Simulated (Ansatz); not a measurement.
Frontier orbitals of `BC(=C)Cl`.

The species carries charge 0 and has multiplicity 1. Geometry: relaxed with PBE0-D4/def2-TZVP. Basis def2-TZVPP, Ansatz.

```tsv
functional	HOMO (eV)	LUMO (eV)	gap (eV)
PBE	-6.76	-3.45	3.31
PBE0	-7.88	-2.48	5.40
BHLYP	-8.83	-1.39	7.44
ωB97M-V	-10.04	-0.44	9.60
HF	-10.28	1.17	11.45
```

Against PBE, PBE0 changes HOMO and LUMO by −1.12 and +0.97 eV, ωB97M-V by −3.28 and +3.01 eV. A gap of 3.31 eV thus becomes 9.59 eV for the same molecule, so an orbital gap means little without its functional.
